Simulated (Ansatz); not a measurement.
`[CH3][Al]([F])[GeH3]` + acetylene → `C#[C][Al]([CH3])[F]` + GeH₄  (formal exchange of groups at the Al–Ge bond)

Calculated with Ansatz (gas phase, PBE0-D4/def2-TZVP geometries, no zero-point term in ΔE). CBS: MP2 limit from def2 TZ/QZ plus the TZ coupled-cluster correction, frozen cores. This one scheme is used for every species. DFT in def2-TZVPP. B3LYP here is the variant with VWN-RPA as its local correlation; programs differ in this. HSE06 is defined as in plane-wave codes. For Ge outer-core shells are correlated without core-valence functions, which leaves a few kJ/mol of doubt a bond. Scalar relativity is left out up to krypton.

`[CH3][Al]([F])[GeH3]`:

```xyz
10

C    -0.032   -1.765    0.916
Al    0.743   -0.181    0.106
F     2.395   -0.072    0.073
Ge   -0.441    1.738   -0.908
H     0.309   -1.875    1.950
H     0.288   -2.665    0.381
H    -1.124   -1.742    0.917
H    -0.104    3.060   -0.192
H    -0.060    1.927   -2.389
H    -1.973    1.575   -0.854
```

`C#C`:

```xyz
4

C     0.376    0.189   -0.426
C    -0.376   -0.189    0.426
H     1.045    0.524   -1.183
H    -1.045   -0.524    1.183
```

`C#[C][Al]([CH3])[F]`:

Cartesian coordinates in Å:
```
C 0.851 -1.784 1.989
C 0.670 -0.816 1.286
Al 0.340 0.665 0.141
C -0.821 0.623 -1.400
F 1.118 2.068 0.526
H 1.016 -2.633 2.613
H -1.644 1.336 -1.288
H -0.280 0.911 -2.306
H -1.252 -0.368 -1.561
```

GeH₄:

```xyz
5

Ge    0.000    0.000    0.000
H     0.730   -1.349    0.031
H    -0.960    0.034   -1.196
H     1.025    1.133   -0.135
H    -0.795    0.182    1.300
```

```csv
level,ΔE (kcal/mol),difference from CCSD(T)/CBS
r2SCANh-D4,-9.0,-0.4
r2SCAN0-D4,-9.0,-0.4
BHLYP-D4,-9.6,-1.0
B3LYP,-8.9,-0.3
HSE06,-7.2,1.4
CCSD(T)/def2-SVP,-10.2,-1.6
MP2/def2-TZVPP,-10.6,-2.0
CCSD/def2-TZVPP,-9.4,-0.8
HF/def2-QZVPP,-12.1,-3.5
CCSD/CBS(def2),-8.6,0.0
CCSD(T)/CBS,-8.6,0
```

Largest T1 diagnostic among the species: 0.013.

At CCSD(T), def2-SVP lies −1.6 kcal/mol from the extrapolated value and def2-TZVPP −0.8 kcal/mol. From PBE to PBE0 (25 % exact exchange), in def2-TZVPP and without D4, ΔE moves by −0.8 kcal/mol. Leaving LDA and LC-ωPBE aside and taking each functional with its dispersion term where it has one, the values, not all of them listed here, spread over 5.2 kcal/mol, from B97M-V to PBE-D4.
